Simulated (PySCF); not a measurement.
**Electron correlation in Mo²⁺ (molybdenum, charge +2)**

[Kr] 4d3 5s1, high-spin 5F determinant (an excited configuration). All numbers are calculated (PySCF 2.14, scalar relativity by spin-free X2C-1e, in x2c-TZVPPall). Frozen: [Kr]; 4 electrons correlated.

```json
{"level": "CCSD", "correlation energy (mhartree)": "-32.72"}
{"level": "(T)", "correlation energy (mhartree)": "-0.33"}
{"level": "CCSD(T)", "correlation energy (mhartree)": "-33.05"}
```

Diagnostics: T1 = 0.0029, D1 = 0.0076, largest double amplitude 0.021.

Cost of the coupled-cluster step: of the order of 4 core-seconds, for 4 correlated electrons.

Iterations:

```
CC2 = 0
CCSD nocc = (np.int64(4), np.int64(0)), nmo = (61, 61)
frozen orbitals [[0, 1, 2, 3, 4, 5, 6, 7, 8, 9, 10, 11, 12, 13, 14, 15, 16, 17], [0, 1, 2, 3, 4, 5, 6, 7, 8, 9, 10, 11, 12, 13, 14, 15, 16, 17]]
max_cycle = 100
direct = 0
conv_tol = 1e-08
conv_tol_normt = 1e-06
diis_space = 8
diis_start_cycle = 0
Init t2, MP2 energy = -0.0274935698593999
Init E_corr(UCCSD) = -0.0274935698602399
cycle = 1  E_corr(UCCSD) = -0.031729768737727  dE = -0.00423619888  norm(t1,t2) = 0.018237
cycle = 2  E_corr(UCCSD) = -0.0324915706104742  dE = -0.000761801873  norm(t1,t2) = 0.00489259
cycle = 3  E_corr(UCCSD) = -0.0327327949752937  dE = -0.000241224365  norm(t1,t2) = 0.00179364
cycle = 4  E_corr(UCCSD) = -0.0327177376805658  dE = 1.50572947e-05  norm(t1,t2) = 0.000454277
cycle = 5  E_corr(UCCSD) = -0.0327209505053879  dE = -3.21282482e-06  norm(t1,t2) = 0.000108619
cycle = 6  E_corr(UCCSD) = -0.0327208163273032  dE = 1.34178085e-07  norm(t1,t2) = 1.58581e-05
cycle = 7  E_corr(UCCSD) = -0.0327208292084223  dE = -1.28811191e-08  norm(t1,t2) = 3.09239e-06
cycle = 8  E_corr(UCCSD) = -0.0327208132699387  dE = 1.59384836e-08  norm(t1,t2) = 4.62241e-07
cycle = 9  E_corr(UCCSD) = -0.032720815441182  dE = -2.1712433e-09  norm(t1,t2) = 8.99509e-08
UCCSD converged
E(UCCSD) = -4045.295294285659  E_corr = -0.03272081544118198
UCCSD(T) correction = -0.000329937284260507
```
